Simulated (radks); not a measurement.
Question: All-electron atom: Os+ in [Xe] 4f14 5d6 6s1. Method: scalar-relativistic Kohn-Sham, LDA (Slater exchange, Perdew-Wang correlation), spin-polarised, spherical densities, point nucleus; open shells are filled with parallel spins first (spin-orbit coupling, left out, can overturn this in heavy ions); computed with a radial shooting solver on a logarithmic mesh with Libxc functionals. Some entries of the table are withheld. Estimate them.

| orbital | occ. | eigenvalue (hartree) | r(max) (bohr) |
|---|---|---|---|
| 1s up | 1 | -2713.117 | 0.01103 |
| 1s down | 1 | -2713.116 | 0.01103 |
| 2s up | 1 | -472.7999 | 0.06343 |
| 2s down | 1 | -472.7918 | 0.06343 |
| 2p up | 3 | -411.8598 | 0.05220 |
| 2p down | 3 | -411.8530 | 0.05220 |
| 3s up | 1 | -110.2322 | 0.1789 |
| 3s down | 1 | -110.2281 | 0.1789 |
| 3p up | 3 | -92.34320 | 0.1775 |
| 3p down | 3 | -92.33890 | 0.1775 |
| 3d up | 5 | -72.33294 | 0.1444 |
| 3d down | 5 | -72.32681 | 0.1444 |
| 4s up | 1 | -23.46817 | 0.4049 |
| 4s down | 1 | -23.45961 | 0.4049 |
| 4p up | 3 | -17.59898 | 0.4252 |
| 4p down | 3 | -17.59027 | 0.4253 |
| 4d up | 5 | -10.31452 | 0.4346 |
| 4d down | 5 | -10.30405 | 0.4346 |
| 5s up | 1 | -3.69330 | 0.9138 |
| 5s down | 1 | -3.63002 | 0.9110 |
| 4f up | 7 | (1) | (2) |
| 5p up | 3 | -2.20243 | 1.032 |
| 4f down | 7 | (3) | (4) |
| 5p down | 3 | -2.12323 | 1.027 |
| 5d up | 5 | -0.56421 | 1.360 |
| 6s up | 1 | (5) | 2.373 |
| 5d down | 1 | -0.46746 | 1.348 |
| 6s down | 0 | (6) | 2.427 |

Answer: 
(1) 4f up eigenvalue (hartree): -2.21716
(2) 4f up r(max) (bohr): 0.4049
(3) 4f down eigenvalue (hartree): -2.20032
(4) 4f down r(max) (bohr): 0.4048
(5) 6s up eigenvalue (hartree): -0.52242
(6) 6s down eigenvalue (hartree): -0.44442
